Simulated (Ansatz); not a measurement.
Basis-set extrapolation for C$_{3}$H$_{6}$AlCl (`C=C[CH2][AlH][Cl]`) (PBE0-D4/def2-TZVP geometry, frozen core, Ansatz 0.2.0). Multiplicity 1, RHF reference.

```json
{"": "HF", "def2-TZVPP": "-818.626268", "def2-QZVPP": "-818.651315"}
{"": "MP2 correlation", "def2-TZVPP": "-0.769054", "def2-QZVPP": "-0.826453"}
{"": "CCSD(T) correlation", "def2-TZVPP": "-0.855767", "def2-QZVPP": "not run"}
```

Energies in hartree. Use E(X) = E(∞) + A·exp(−7.88·√X) for Hartree–Fock and E(X) = E(∞) + B·X^(−2.97) for correlation, with X = 3 and 4, and add CCSD(T) minus MP2 of the smaller set to the MP2 limit.

**Question.** What is the CCSD(T) energy at the basis-set limit?

**Answer.** HF limit: -818.651315 + (-0.025047) × 0.13774 = -818.65476. MP2 limit: -0.826453 + (-0.057399) × 0.74074 = -0.86897. Higher-order term: -0.855767 − (-0.769054) = -0.08671. Total: -819.61044 hartree, 337.1 kJ/mol below CCSD(T)/def2-TZVPP.
